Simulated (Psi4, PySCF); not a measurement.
Input for PySCF:
```python
from pyscf import gto, scf, dft

mol = gto.Mole()
mol.atom = '''
    W     0.220708   -0.043837    0.072484
    O     1.421067   -0.597577   -0.956774
    O     0.715303    0.173252    1.658394
    Cl   -0.535690    1.843740   -0.688017
    Cl   -1.430390   -1.453238    0.042322
'''
mol.basis = 'def2-svp'
mol.ecp = {'W': 'def2-svp'}
mol.charge = 0
mol.spin = 0
mol.verbose = 3
mol.build()

mf = dft.RKS(mol)
mf.xc = 'camb3lyp'
mf.grids.atom_grid = (99, 590)
mf.grids.prune = None
mf.kernel()
```

Task: Write the same job for Psi4.

Result: This is not unique; one that fits is 
```
memory 2 GB

molecule {
0 1
  W     0.22070827   -0.04383696    0.07248437
  O     1.42106711   -0.59757683   -0.95677366
  O     0.71530292    0.17325209    1.65839413
  Cl   -0.53569036    1.84374011   -0.68801677
  Cl   -1.43039034   -1.45323815    0.04232223
}

set basis def2-svp
set scf_type pk
set puream true
set d_convergence 1e-8
set dft_radial_points 99
set dft_spherical_points 590

energy('cam-b3lyp')
print_variables()
```

Both were run: PySCF gave -1137.650778 Eh and Psi4 -1137.650776 Eh, 0.002 mEh apart.
